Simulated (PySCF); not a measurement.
Compound: C7H11FSi.
Numbering: `[CH:1]#[C:2][CH2:3][C@@H:4]([CH3:5])[Si@@H:6]1[CH2:7][C@@H:8]1[F:9]`

Cartesian coordinates in Å at the PBE0-D3(BJ)/def2-SVP level; atoms count from 1:
```
atom  x, y, z in Å
C1     2.8551    1.0558    1.2716
C2     2.2195    0.7003    0.3032
C3     1.4148    0.2524   -0.8274
C4     0.2750   -0.7006   -0.4192
C5     0.7850   -2.0366    0.1125
Si6   -0.9247    0.1581    0.7623
C7    -2.6987    0.2655    0.1767
C8    -1.8991    1.5512   -0.0195
F9    -1.6318    1.8771   -1.3284
H10    3.4276    1.3792    2.1209
H11    0.9847    1.1322   -1.3349
H12    2.0714   -0.2482   -1.5622
H13   -0.3306   -0.8773   -1.3252
H14   -0.0425   -2.7210    0.3547
H15    1.4257   -2.5371   -0.6325
H16    1.3871   -1.8986    1.0245
H17   -0.6264    0.1713    2.2168
H18   -3.5536    0.3131    0.8605
H19   -2.9349   -0.2620   -0.7562
H20   -2.2472    2.4302    0.5383
```

NICS = −σ at a ghost point: NICS(0) at the centroid of the ring atoms, NICS(1) 1 Å to either side along the normal of their mean plane, zz for the tensor component along that normal. Level: GIAO PBE0/pcSseg-1 (PySCF, non-relativistic, gas phase) on the PBE0-D3(BJ)/def2-SVP geometry, one conformer.

Ring bond lengths (Å), with Mayer bond orders in brackets: Si6–C7 1.871 (0.94), C7–C8 1.527 (0.90), C8–Si6 1.871 (0.92).

Task: What do the NICS probes read (ppm)?

Result: 
| ring | type | NICS(0) | NICS(1), two faces | NICS(1)zz, two faces | rms pucker (Å) | centre to ring atoms, mean (Å) |
| --- | --- | --- | --- | --- | --- | --- |
| Si6–C7–C8 | 3-membered ring with Si; formal bonds all single | -21.6 | -5.3 / -9.3 | -7.8 / -18.3 | 0.00 | 1.01 |

Task: What do they say, and how far can they be read as aromaticity?

Result: 
- Si6–C7–C8: mean NICS(1)zz -13.0 ppm, shielded. Si6, C7, C8 have four or more neighbours; no verdict on aromaticity is drawn. The two faces differ by 10.5 ppm, so no symmetry operation interchanges them. NICS(0) lies 14 ppm below the mean NICS(1).

Task: At the second NICS(1) probe listed for ring Si6–C7–C8, 1 Å off the ring, what do the in-plane components average?

Result: The isotropic value is a third of the trace: (3 × -9.3 − (-18.3))/2 = -4.8 ppm.

Task: How do the values depend on the level or the medium?

Result: 
```json
{"level": "PBE0/pcSseg-1, gas", "NICS(0), Si6–C7–C8": "-21.6", "mean NICS(1)zz, Si6–C7–C8": "-13.0"}
{"level": "wB97X-D/pcSseg-1, gas", "NICS(0), Si6–C7–C8": "-21.4", "mean NICS(1)zz, Si6–C7–C8": "-13.0"}
```

The geometry is the same throughout.
